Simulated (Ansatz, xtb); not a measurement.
# Relative energy of two structures of F2H5Si3+

Structure X: `F[Si+](F)[SiH2][SiH3]`, a singlet. Structure Y: a singlet given by its coordinates. Both are isolated ions in the gas phase, relaxed with B3LYP-D3(BJ)/def2-SVP; the shapes shown needn't be the lowest conformers.

X (Å):

```xyz
10

F    -0.0010   -0.7205   -1.7411
F     2.4238   -1.3479   -2.4253
Si    1.4387   -1.1072   -1.2107
Si    2.0804   -1.1157    1.0785
Si    2.7712    1.1282    1.5221
H     3.1210   -2.1742    1.0064
H     0.7952   -1.5852    1.6588
H     3.9058    1.3872    0.6024
H     3.1536    1.0961    2.9553
H     1.5881    1.9755    1.2344
```

Y (Å):

```yaml
atoms:
  - { symbol: F, position_ang: [1.5083, -1.2998, -1.1912] }
  - { symbol: F, position_ang: [1.8088, 1.3213, -1.3232] }
  - { symbol: Si, position_ang: [0.7925, -0.0050, -0.5863] }
  - { symbol: Si, position_ang: [1.6537, 0.7001, 1.4985] }
  - { symbol: Si, position_ang: [2.8290, 2.1090, 0.0021] }
  - { symbol: H, position_ang: [-0.5299, 0.2349, -1.1893] }
  - { symbol: H, position_ang: [0.6573, 1.4179, 2.3271] }
  - { symbol: H, position_ang: [2.4706, -0.3385, 2.1658] }
  - { symbol: H, position_ang: [2.4447, 3.5283, -0.1397] }
  - { symbol: H, position_ang: [4.2005, 1.7638, -0.4242] }
```

Close contacts (Å): F1–Si3 1.60, F2–Si3 1.83, F2–Si5 1.85, Si3–Si4 2.36, Si4–Si5 2.37, Si3–H6 1.47, Si4–H7 1.48, Si4–H8 1.48, Si5–H9 1.48, Si5–H10 1.48.

**Question.** Estimate which is lower in electronic energy at CCSD(T)/def2-SVP + ΔMP2/def2-TZVPP, and by roughly how much.

**Answer.** The CCSD(T)/def2-SVP + ΔMP2/def2-TZVPP calculation puts structure Y lower, by 8.3 kcal/mol.

How the difference moves with the method:

```tsv
level	geometry	E(Y) − E(X) (kcal/mol)	departure from the last row (kcal/mol)	job, with rough time for the two
B3LYP-D3(BJ)/def2-SVP	B3LYP-D3(BJ)/def2-SVP	−12.8	−4.5	optimisation, 95 s
HF/def2-SVP	B3LYP-D3(BJ)/def2-SVP	−16.3	−8.0	part of the CCSD(T) run
MP2/def2-SVP	B3LYP-D3(BJ)/def2-SVP	−13.6	−5.3	part of the CCSD(T) run
CCSD(T)/def2-SVP	B3LYP-D3(BJ)/def2-SVP	−13.4	−5.1	single point
CCSD(T)/def2-SVP + ΔMP2/def2-TZVPP	B3LYP-D3(BJ)/def2-SVP	−8.3		single point, 40 s
```

The levels shown agree on the order. The largest departure from CCSD(T)/def2-SVP + ΔMP2/def2-TZVPP is that of HF/def2-SVP, 8.0 kcal/mol. Levels run at GFN2-xTB geometries aren't shown. The last row adds to CCSD(T) the change of the MP2 difference between the two basis sets, here +5.1 kcal/mol, a large step that makes the value less sure.

With harmonic frequencies from B3LYP-D3(BJ)/def2-SVP (ideal gas, rigid rotor, one conformer each, 298.15 K, 1 atm): on the last row, ΔE + ΔZPE = −7.2 kcal/mol. A mode under 50 cm⁻¹ makes harmonic enthalpies and free energies unreliable, so none is given.

The correlated steps freeze 17 core orbitals. Programs: Ansatz 0.2.0; the last row on 2 threads of Intel(R) Xeon(R) Platinum 8259CL CPU @ 2.50GHz (Skylake/Cascade Lake) on a shared host.
